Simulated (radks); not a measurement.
Method: scalar-relativistic Kohn-Sham, LDA (Slater exchange, Perdew-Wang correlation), spin-unpolarised, spherical densities, finite nucleus; Fermi nuclear charge, rms radius of each element as measured or else 0.836 A^(1/3) + 0.57 fm; computed with a radial shooting solver on a logarithmic mesh with Libxc functionals. Response by self-consistent Sternheimer equations with the Hartree and adiabatic LDA kernel, the relativistic mass of each level held fixed and spin-orbit coupling left out. Rank Te, Te6+, Te+, Te3+, Te4+, Te5+, Te2+ (NIST ground configurations) by static dipole polarisability, largest first.

Answer. Te 41.33, Te+ 22.93, Te2+ 14.71, Te3+ 10.18, Te4+ 7.401, Te5+ 4.536, Te6+ 1.351 bohr^3.
